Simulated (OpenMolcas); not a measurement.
**GeSiH5Cl: a line through the functionals**

GeSiH5Cl has 8 atoms, charge 0, and is taken as a singlet. SMILES: `Cl[SiH2][GeH3]`. The coordinates come from a PBE0-D4/def2-TZVP relaxation.

The HOMO–LUMO gap y, in eV, basis cc-pVDZ; a is the functional's share of exact exchange. Programs: OpenMolcas 26.06.

| functional | program | a | y (eV) |
| --- | --- | --- | --- |
| PBE | OpenMolcas | 0 | 5.81 |
| revPBE | OpenMolcas | 0 | 5.88 |
| B3LYP | OpenMolcas | 0.2 | 7.46 |
| PBE0 | OpenMolcas | 0.25 | ? |
| BHLYP | OpenMolcas | 0.5 | 9.87 |

Problem. Fit y = c + s·a to the known rows and predict PBE0.

Solution. 
1. Means of the 4 rows: a = 0.1750, y = 7.255.
2. Σ(Δa)² = 0.1675, Σ(Δa·Δy) = 1.3485, so the slope is 1.3485/0.1675 = 8.0507.
3. Intercept: 7.255 − (8.0507) × 0.1750 = 5.846. The largest residual of the fit is 0.036.
4. PBE0: 5.846 + (8.0507) × 0.25 = 7.86 eV.

The run gave 7.84 eV, so the prediction is off by +0.02 eV, within the largest residual. Exact exchange lowers occupied levels and raises empty ones. The rows mix families of semi-local functionals, which the line can't see.
